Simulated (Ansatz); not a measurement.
`BO` + `BNC` → `BN(B)C` + H₂O at 500 K and 1 bar (ligand exchange at a B–O bond).

Program: Ansatz. Geometries: PBE0-D4/def2-TZVP. ΔE: electronic, gas phase. CCSD(T)/CBS is the MP2 limit (def2-TZVPP, def2-QZVPP) plus CCSD(T) − MP2 in def2-TZVPP, frozen cores. This one scheme is used for every species.

```tsv
species	CCSD(T)/CBS energy (Eh)	H − E (kJ/mol)	S (J/(mol·K))
`BO`	-101.80414	113.6	256.0
`BNC`	-121.18426	231.8	309.7
`BN(B)C`	-146.59307	270.0	361.5
H₂O	-76.37941	73.2	206.3
```

H − E and S are ideal-gas, rigid-rotor, harmonic terms from PBE0-D4/def2-TZVP. 1 Eh = 2625.50 kJ/mol, R = 8.31446 J/(mol·K).

Problem. By hand: ΔE, ΔH, ΔS and ΔG.

Solution. ΔE = (-146.59307) + (-76.37941) − (-101.80414) − (-121.18426) = 0.01592 Eh = 41.8 kJ/mol. Δ(H − E) = 270.0 + 73.2 − 113.6 − 231.8 = -2.2, so ΔH = 39.6 kJ/mol. ΔS = 361.5 + 206.3 − 256.0 − 309.7 = 2.1 J/(mol·K). ΔG = 39.6 − 500 × (2.1)/1000 = 38.6 kJ/mol.

Problem. By hand: the equilibrium constant, and the temperature at which ΔG would vanish if ΔH and ΔS stayed fixed.

Solution. log₁₀ K = −ΔG/(RT ln 10) = -4.0. ΔG = 0 at ΔH/ΔS = 18857 K, far beyond where these terms or the molecules hold.

The number of gas molecules stays the same, so ΔS is small and ΔH decides. A doubt of 5 kJ/mol in ΔE shifts log₁₀ K by 0.5 here. Modes under 60 cm⁻¹, often nearly free rotors, make the harmonic entropy too high. These are equilibria of isolated gas molecules and say nothing of rates. Largest T1 diagnostic: 0.014 (customary marks: 0.02 for closed shells, 0.045 for open ones).
